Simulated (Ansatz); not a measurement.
Two isomers of C2H5NSi: A = `CC1=N[SiH2]1`, B = `N=C=C[SiH3]`.

Computed with Ansatz on PBE0-D4/def2-TZVP structures; ΔE is electronic, products minus reactants. CBS: MP2 limit from def2 TZ/QZ plus the TZ coupled-cluster correction, frozen cores. Functionals use def2-TZVPP. Each species was taken in one conformer, which may not be the lowest.

Q: Which isomer does CCSD(T)/CBS put lower? Give the gap. (Estimate.)

A: The calculation gave: B, by 0.6 kcal/mol.

Q: Give E(B) − E(A) in kcal/mol with MP2/def2-TZVPP, PBE0-D4, BLYP-D4, B2PLYP, PBE-D4, CCSD(T)/def2-SVP, ωB97M-V. (An estimate is asked.)

A: The calculation gave: MP2/def2-TZVPP -0.3, PBE0-D4 -1.9, BLYP-D4 -6.5, B2PLYP -3.7, PBE-D4 -2.8, CCSD(T)/def2-SVP -1.8, ωB97M-V -1.8. None reverses the order clearly.

Q: Does the order hold for the free energy at 298.15 K (harmonic terms from PBE0-D4)? (Best estimate.)

A: Ansatz gave: Yes: G(B) − G(A) = -3.4 kcal/mol, for one conformer each.

Largest T1 diagnostic: 0.015.

At CCSD(T), def2-SVP lies −1.2 kcal/mol from the extrapolated value and def2-TZVPP −0.7 kcal/mol. From PBE to PBE0 (25 % exact exchange), in def2-TZVPP and without D4, E(B) − E(A) moves by +1.0 kcal/mol.
